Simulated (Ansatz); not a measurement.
Born–Oppenheimer molecular dynamics of FH7OW (10 atoms, charge 0, multiplicity 1). It starts at the highest image of a converged band. Of that band: Neighbouring images differ by up to 1.4 eV, so the band resolves the path poorly. A vibrational analysis at the climbing image gives one clearly imaginary mode, 1548i cm⁻¹: a first-order saddle point.

Method: Ansatz, RHF/def2-SVP.

```json
{
  "ensemble": "NVE (velocity Verlet)",
  "time step": "0.5 fs",
  "steps asked": "200",
  "starting velocities drawn for": "100 K",
  "seed": "10657"
}
```

First frame:

```xyz
10
Properties=species:S:1:pos:R:3
W 0.352 -0.097 0.372
H -0.233 1.061 1.724
H 1.249 0.320 -0.975
H -0.208 1.293 -0.399
H -1.307 -0.079 0.289
O 0.402 -1.967 0.502
H 0.072 -2.769 0.129
H -0.407 -0.346 -1.061
F 1.844 1.070 1.417
H 0.775 1.265 1.780
```

**Question.** How far do the bonds stretch over the last three quarters of this one trajectory? (Pairs bonded in most of those frames.)

**Answer.** 
| bond | mean (Å) | spread (Å) | shortest | longest |
| --- | --- | --- | --- | --- |
| W1–H3 | 1.656 | 0.013 | 1.63 | 1.69 |
| W1–H4 | 1.687 | 0.023 | 1.64 | 1.73 |
| W1–H5 | 1.692 | 0.009 | 1.67 | 1.71 |
| W1–O6 | 1.869 | 0.022 | 1.84 | 1.91 |
| W1–H8 | 1.664 | 0.015 | 1.63 | 1.70 |
| W1–F9 | 1.897 | 0.093 | 1.77 | 2.05 |
| H2–H10 | 0.755 | 0.050 | 0.68 | 0.83 |
| O6–H7 | 0.946 | 0.008 | 0.93 | 0.96 |

Mean temperature of the second half: 1097 K. The conserved energy stayed within 0.31 meV per atom of its start (net change -0.18 meV per atom), so the integration is sound. The kinetic energy rose, since the run started high on the potential surface and went downhill. It ends in pieces (FH5OW + H2), so much of that is their flight and rotation, not heat. A run of 0.1 ps of so small a system gives no equilibrium averages. The orbitals stay closed-shell, which can raise the energy where a bond breaks towards radicals; this wasn't checked here.

Run time: 6.1 min on 1 thread of Arm Neoverse V1 (shared host), peak memory 0.16 GiB.
